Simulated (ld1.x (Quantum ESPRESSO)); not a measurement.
**lithium (Li), ultrasoft: configuration errors across variants**

Li (Z = 3), ultrasoft, made with ld1.x (Quantum ESPRESSO) 7.5 (LDA (PZ), scalar-relativistic). Core [He], reference 2s1 2p0. Waves: 2s (bound): rcut 2.65, rcutus 2.95 bohr; 2s channel at 0.1 Ry: rcut 2.65, rcutus 2.95 bohr; 2p (bound, empty): rcut 3.85, rcutus 4.50 bohr; 2p channel at 1.75 Ry: rcut 3.85, rcutus 4.50 bohr; 3d channel at 0.45 Ry: rcut 3.85, rcutus 4.60 bohr. Local part: all-electron potential smoothed inside 2.25 bohr (lloc = -1). Core correction: Bessel-smoothed model core, default radius (core density twice the valence density). Augmentation charge: PSQ, radius 2.75 bohr.

All-electron excitation energies from the reference (eV): (1) 2s0.5 2p0 2.045; (2) 2s0 2p1 1.754; (3) 2s1 2p0 spin -0.233; (4) 2s0.5 2p0 spin 1.953.

Spin tests fill each open shell by Hund’s rule, majority spin first.

The overlap operator is not positive definite (basis up to 400 Ry) in “local potential all-electron potential smoothed inside 1.72 bohr (lloc = -1)”. Such files are unfit for use, however small their errors in these radial tests.

Errors AE − PS in meV (a dash: test not solved or not reliable):

| change | (1) | (2) | (3) | (4) | bound ghosts |
| --- | --- | --- | --- | --- | --- |
| base | -0.2 | -0.1 | -0.8 | -0.7 | none |
| local potential all-electron potential smoothed inside 1.72 bohr (lloc = -1) | -0.2 | -0.1 | -0.8 | -0.7 | not determined (overlap not positive) |
| local potential all-electron potential smoothed inside 2.20 bohr (lloc = -1) | -0.2 | -0.1 | -0.8 | -0.7 | none |
| local potential all-electron potential smoothed inside 2.82 bohr (lloc = -1) | -0.2 | -0.1 | -0.8 | -0.7 | none |
| local potential all-electron potential smoothed inside 3.40 bohr (lloc = -1) | -0.2 | -0.1 | -0.8 | -0.7 | none |
| local potential all-electron potential smoothed inside 4.28 bohr (lloc = -1) | -0.2 | -0.3 | -0.8 | -0.7 | none |
| local potential all-electron potential smoothed inside 4.78 bohr (lloc = -1) | -0.2 | -0.4 | -0.7 | -0.7 | none |
| local potential all-electron potential smoothed inside 5.42 bohr (lloc = -1) | -0.2 | -0.2 | -0.7 | -0.7 | none |

(1) Give the same row for: local potential all-electron potential smoothed inside 3.78 bohr (lloc = -1).

## Answers

(1) -0.3, -0.2, -0.8, -0.7; bound ghosts: none.
